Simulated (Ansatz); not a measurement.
Results of the Gaussian-basis code of Ansatz.

CH5ClGeOSi, SMILES `[CH3][Ge]1([Cl])[O][SiH2]1` at its PBE0-D4/def2-TZVP geometry, where that method's forces vanish. Total charge 0; spin multiplicity 1.

```json
{"atom": "C1", "x (Å)": "-0.8829", "y (Å)": "-0.8966", "z (Å)": "1.3463"}
{"atom": "Ge2", "x (Å)": "0.0534", "y (Å)": "-0.4874", "z (Å)": "-0.2983"}
{"atom": "Cl3", "x (Å)": "-0.6923", "y (Å)": "-1.8443", "z (Å)": "-1.8050"}
{"atom": "O4", "x (Å)": "-0.3836", "y (Å)": "1.2666", "z (Å)": "-0.8279"}
{"atom": "Si5", "x (Å)": "1.2599", "y (Å)": "1.3045", "z (Å)": "-0.9718"}
{"atom": "H6", "x (Å)": "-1.9507", "y (Å)": "-0.7698", "z (Å)": "1.1626"}
{"atom": "H7", "x (Å)": "-0.5579", "y (Å)": "-0.2139", "z (Å)": "2.1310"}
{"atom": "H8", "x (Å)": "-0.6831", "y (Å)": "-1.9263", "z (Å)": "1.6409"}
{"atom": "H9", "x (Å)": "2.0037", "y (Å)": "2.1898", "z (Å)": "-0.0405"}
{"atom": "H10", "x (Å)": "1.8335", "y (Å)": "1.3773", "z (Å)": "-2.3373"}
```

**Question.** For each bond, give half the difference of the two atoms' forces along it (eV/Å; positive pushes the atoms apart) under PBE-D4, r2SCAN-D4, B3LYP-D4, ωB97M-V in def2-TZVPP. (Estimate.)

**Answer.** The calculation gave: 
```csv
bond,length (Å),PBE-D4,r2SCAN-D4,B3LYP-D4,ωB97M-V
C1–Ge2,1.936,0.03,0.03,0.11,-0.02
C1–H6,1.091,0.08,-0.03,-0.08,-0.05
C1–H7,1.090,0.08,-0.02,-0.08,-0.03
C1–H8,1.089,0.10,-0.01,-0.07,-0.04
Ge2–Cl3,2.160,0.19,0.05,0.22,0.04
Ge2–O4,1.884,0.53,0.13,0.24,0.00
Ge2–Si5,2.263,0.24,0.05,0.17,0.07
O4–Si5,1.650,0.62,0.15,0.15,0.03
Si5–H9,1.485,-0.03,-0.04,-0.13,-0.14
Si5–H10,1.483,-0.03,-0.04,-0.13,-0.14
```

B3LYP here is the variant with VWN-RPA as its local correlation; programs differ in this.
